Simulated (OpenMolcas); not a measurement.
Which level was it?

The species is GaCl (2 atoms), meant as a singlet with charge 0. As SMILES, `[Cl][Ga]`. Geometry: relaxed at PBE0-D4/def2-TZVP.

```xyz
2

Cl    0.0000    0.0000   -0.0236
Ga    0.0000    0.0000    2.1922
```

Orbital energies and the dipole are those of the mean-field step.

A calculation with OpenMolcas 26.06 gave:

* total energy: -2383.1468 Eh
* dipole moment: 2.74 D
* HOMO energy: -9.65 eV
* LUMO energy: 0.64 eV
* HOMO–LUMO gap: 10.30 eV

Question: Which of these levels gave the numbers?
A. CCSD(T)/6-31G* (spherical functions)
B. CCSD(T)/6-31G
C. CCSD(T)/6-311G**
D. CCSD(T)/3-21G

Answer: C. The others give -2382.8817 Eh (CCSD(T)/6-31G* (spherical functions)), -2382.6945 Eh (CCSD(T)/6-31G), -2371.2923 Eh (CCSD(T)/3-21G).
